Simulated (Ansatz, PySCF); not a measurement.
System: PH5, net charge 0, singlet state. SMILES: [H][P@TB7]([H])([H])([H])[H]
Geometry: optimised at B3LYP-D3(BJ)/def2-TZVP (Ansatz, a program for electronic structure).

PBE beside other levels, property by property. Valence correlation only, unless marked. Open shells are spin-unrestricted. No spin-orbit coupling. No relativistic terms. Basis-set limits of correlation are two-point, X^-3; Hartree-Fock from the larger set. Rows marked 298 K are enthalpies with B3LYP-D3(BJ) harmonic zero-point and thermal terms from PySCF. Atomisation energies are electronic, to ground-state atoms; the column to compare with has the core term from cc-pwCVTZ added, other frozen-core levels have none. The coupled-cluster column (Ansatz) is a level with limits of its own: CCSD(T)/CBS(def2-TZVPPD,def2-QZVPPD).

```
property                                                                                     PBE0/def2-TZVPD (Ansatz)  wB97X-V/def2-TZVPD (Ansatz)  RI-MP2/CBS(aug-cc-pV(T+d)Z,aug-cc-pV(Q+d)Z) (Ansatz)  coupled cluster
-------------------------------------------------------------------------------------------  ------------------------  ---------------------------  ----------------------------------------------------  ---------------
H-P bond dissociation enthalpy, 298 K, to [H][P@TB5]([H])([H])[H] (PH4) + H atom (kcal/mol)                      51.6                         55.6                                                  55.7             56.3
atomisation energy (kcal/mol)                                                                                   306.7                        318.0                                                 302.0            313.0
```

**Question.** What does PBE/def2-TZVPD (Ansatz) give for each property, and on which side of coupled cluster does it fall?

**Answer.** 
- H-P bond dissociation enthalpy, 298 K, to [H][P@TB5]([H])([H])[H] (PH4) + H atom: PBE lies 5.9 kcal/mol below coupled cluster; PBE gives 50.4 kcal/mol.
- atomisation energy: PBE lies 4.7 kcal/mol below coupled cluster; PBE gives 308.3 kcal/mol.
